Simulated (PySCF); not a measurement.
**KI: one state, many levels of theory**

State: ¹Σ⁺ (singlet), closed shell. Set-up: PySCF, spin-free X2C with a Gaussian nucleus, basis sets K x2c-SVPall, I x2c-SVPall. De refers to K + I in their high-spin ground configurations, without counterpoise correction. A positive dipole means K(−)I(+).

```tsv
Level	Re (Å)	ωe (cm⁻¹)	De (eV)	μ (D)
RHF	3.126	183	2.60	-11.62
RHF-MP2	3.099	186	3.25	n/a
RHF-SCS-MP2	3.106	185	3.18	n/a
RHF-CCSD	3.104	185	3.13	n/a
RHF-CCSD(T)	3.104	185	3.14	n/a
PBE	3.059	186	3.31	-10.09
BLYP	3.084	182	3.14	-9.91
r²SCAN	3.069	188	3.47	-10.86
B3LYP	3.069	187	3.24	-10.40
PBE0	3.052	189	3.36	-10.63
M06-2X	3.044	197	3.44	-10.94
LC-ωPBE	3.046	191	3.44	-11.12
```

(1) What are the measured Re and ωe, and which levels come closest?

```
      Level  error in Re (pm)  error in ωe (%)
        RHF               7.8             -2.0
    RHF-MP2               5.1             -0.5
RHF-SCS-MP2               5.8             -1.0
   RHF-CCSD               5.7             -0.9
RHF-CCSD(T)               5.6             -1.0
        PBE               1.1             -0.4
       BLYP               3.6             -2.5
     r²SCAN               2.2              1.0
      B3LYP               2.1              0.1
       PBE0               0.4              1.6
     M06-2X              -0.4              5.7
    LC-ωPBE              -0.2              2.6
```

Correlated steps freeze 23 core orbitals. Correlated levels converge slowly with the basis: in double zeta they bind strong bonds too weakly, by up to about 1 eV, and carry superposition errors of some tenths. Spin–orbit coupling is left out, which matters for elements this heavy, above all for dissociation energies. Where the molecule has an RHF reference, its open-shell atoms are computed with UHF.

## Answers

(1) Re = 3.047844 Å and ωe = 186.53 cm⁻¹ (Huber and Herzberg, Constants of Diatomic Molecules (1979)). Closest are LC-ωPBE for the length (off by -0.002 Å) and B3LYP for the frequency (off by 0.1 %).
